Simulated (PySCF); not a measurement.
Argon: a sound run and one with changed settings

Sound run: Ar(2+) [Ne] 3s2 3p4, Ar(3+) [Ne] 3s2 3p3. Computed with PySCF 2.14 in aug-cc-pVDZ-DK, with the spin-free X2C one-electron Hamiltonian (Gaussian nucleus). In the sound run the correlated levels freeze [Ne]. The sound run starts from symmetry-adapted Hartree-Fock orbitals and uses a fine grid where one is needed.

A second run was set up differently.

```tsv
species	method	sound run (hartree)	changed run (hartree)	converged
Ar(2+)	MP2	-527.19033	-527.19637	yes
Ar(2+)	CCSD(T)	-527.21090	-527.21646	yes
Ar(3+)	MP2	-525.72816	-525.73418	yes
Ar(3+)	CCSD(T)	-525.74780	-525.75341	yes
```

Ionisation energy of Ar(2+):

| method | sound run (eV) | changed run (eV) |
| --- | --- | --- |
| UHF | 39.300 | 39.300 |
| MP2 | 39.788 | 39.788 |
| SCS-MP2 | 39.802 | 39.805 |
| CCSD | 39.801 | 39.799 |
| CCSD(T) | 39.813 | 39.812 |

(1) What was changed?
A. minimal basis
B. too few SCF iterations
C. all electrons correlated in a valence basis
D. level shift left on

Answers

(1) C. A valence basis has no tight correlating functions, so it recovers only part of the core correlation, and not evenly between atom and ion.
